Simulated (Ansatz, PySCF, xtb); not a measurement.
Isomers of C4H4O: 1 is c1ccco1, 2 is C(C)#CC=O; one conformer of each (the lowest of an xTB search), B3LYP-D3(BJ)/def2-TZVP minima.
Isomer 1 (charge 0, multiplicity 1, Z-matrix in Å and degrees):
```
C
C 1 1.3552
O 2 1.3615 1 110.34
C 3 1.3615 2 106.95 1 0.00
C 4 1.3552 3 110.34 2 0.00
H 2 1.0753 1 133.64 5 180.00
H 4 1.0753 5 133.64 1 180.00
H 5 1.0766 4 126.47 7 0.00
H 1 1.0766 2 126.47 6 0.00
```
Isomer 2 (charge 0, multiplicity 1):
| atom | x (Å) | y (Å) | z (Å) |
|---|---|---|---|
| C | 1.8177 | -0.0419 | 0.0223 |
| C | 0.3683 | -0.0082 | 0.0027 |
| C | -0.8366 | -0.0068 | -0.0160 |
| C | -2.2734 | 0.0573 | -0.0293 |
| O | -2.9992 | -0.8976 | -0.1826 |
| H | 2.1722 | -0.5758 | 0.9069 |
| H | 2.2007 | -0.5639 | -0.8571 |
| H | 2.2387 | 0.9648 | 0.0382 |
| H | -2.6884 | 1.0722 | 0.1147 |

No zero-point or thermal terms.

Cores are frozen in the correlated methods.

The values were computed with Ansatz (Gaussian orbitals); PySCF for the dispersion terms; xtb for the GFN methods. Each number belongs to the level named beside it.

Problem. One of these levels gives 40.71 kcal/mol for the electronic energy of isomer 2 less that of isomer 1. Which one is it?
(A) B2PLYP/def2-TZVPP
(B) HF/cc-pVDZ
(C) GFN1-xTB
(D) PBE-D3(BJ)/def2-TZVPP

Solution. C, GFN1-xTB. The others give 23.40 (HF/cc-pVDZ), 31.56 (PBE-D3(BJ)/def2-TZVPP), 27.52 (B2PLYP/def2-TZVPP)

Ansatz is an electronic-structure program.
